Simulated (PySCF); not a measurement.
H₄AlCl₃O₄Si₂, SMILES [OH][Al]([OH])[O][SiH2]O[Si](Cl)(Cl)Cl at its PBE0/def2-SVP optimised geometry (Å):

```
14

Si    -0.7002    -0.6303     0.0000
Cl     1.3288    -0.6303     0.0000
Cl    -1.3934    -1.4447    -1.7263
Cl    -1.3288     1.3708     0.0000
O     -1.3178    -1.3708     1.2863
Si    -1.9464    -1.0936     2.8374
O     -2.0876     0.5111     3.0413
Al    -1.4623     2.0561     2.6188
O      0.2044     2.2656     2.8591
O     -2.4897     3.3952     2.4420
H     -0.9940    -1.7192     3.7906
H     -3.2713    -1.7640     2.8661
H      0.6450     3.1107     2.7616
H     -3.4465     3.3599     2.4444
```

Method: PBE0/def2-TZVP (PySCF). Cells within 0.4 Å of a nucleus heavier than hydrogen are left out (blank, or x).

Map of the deformation density (molecule minus spherical neutral atoms) (e/bohr³) on the plane z = 0.0 Å:

```
|444444444444444444444444444|
|444444444444444444444444444|
|444443333334444444444444444|
|444433333333444444444444444|
|444333323334444444444444444|
|444333222344444444444444444|
|444433322554444444444444444|
|4444445xxx75444444444444444|
|4444457xxx55443344444444444|
|44444565xx45433334444444444|
|444444555675433334444444444|
|444444568986433344444444444|
|444333457875334444544333444|
|443333334543235655664333444|
|4433332113xx358844x63333344|
|443332100xxx46994xxx2233344|
|4433322112xx36994xxx2233344|
|443333221222147755764333344|
|443333322100024555654333444|
|444333332210123444444334444|
|444333333222223344444444444|
|444433333333333344444444444|
|444443333333333344444444444|
|444444433333333444444444444|
|444444444444444444444444444|
|444444444444444444444444444|
|444444444444444444444444444|
```
Scale: ten equal steps from -0.024 (start of '0') to 0.033 (end of '9'), in the order '0123456789'; x runs from -3.50 to 3.50, y from -3.50 (bottom) to 3.50 (top).
